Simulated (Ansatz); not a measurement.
Consider the redistribution: `[OH][GeH]([F])[GeH3]` + `OC=[Se]` → `[OH][GeH]([OH])[F]` + `[GeH3][CH]=[Se]`.

Program: Ansatz. Geometries: PBE0-D4/def2-TZVP. ΔE: electronic, gas phase. CBS: MP2 limit from def2 TZ/QZ plus the TZ coupled-cluster correction, frozen cores. Functionals use def2-TZVPP. HSE06 is defined as in plane-wave codes. For Ge, Se outer-core shells are correlated without core-valence functions, which leaves a few kJ/mol of doubt a bond. Scalar relativity is left out up to krypton. Each species was taken in one conformer, which may not be the lowest.

**Question.** Is it downhill or uphill in electronic energy at CCSD(T)/CBS, and by how much? (An estimate is asked.)

**Answer.** Computed: Downhill: ΔE = -0.47 eV.

**Question.** What do these levels give: B97M-V, PBE-QIDH, PBE, PBE0, r2SCAN0, HSE06, BHLYP, CCSD/def2-SVP, CCSD(T)/def2-SVP, CCSD/def2-TZVPP, HF/def2-QZVPP, SCS-MP2/def2-QZVPP? (Estimate.)

**Answer.** The calculation gave: B97M-V -0.29, PBE-QIDH -0.37, PBE -0.04, PBE0 -0.15, r2SCAN0 -0.25, HSE06 -0.15, BHLYP -0.32, CCSD/def2-SVP -0.41, CCSD(T)/def2-SVP -0.39, CCSD/def2-TZVPP -0.52, HF/def2-QZVPP -0.49, SCS-MP2/def2-QZVPP -0.57 eV.

Largest T1 diagnostic among the species: 0.017.

Leaving LDA and LC-ωPBE aside and taking each functional with its dispersion term where it has one, the values, not all of them listed here, spread over 0.32 eV, from PBE-QIDH to PBE-D4. LDA lies +0.05 eV from PBE without D4. From PBE to PBE0 (25 % exact exchange), in def2-TZVPP and without D4, ΔE moves by −0.11 eV. At CCSD(T), def2-SVP lies +0.08 eV from the extrapolated value and def2-TZVPP −0.04 eV.
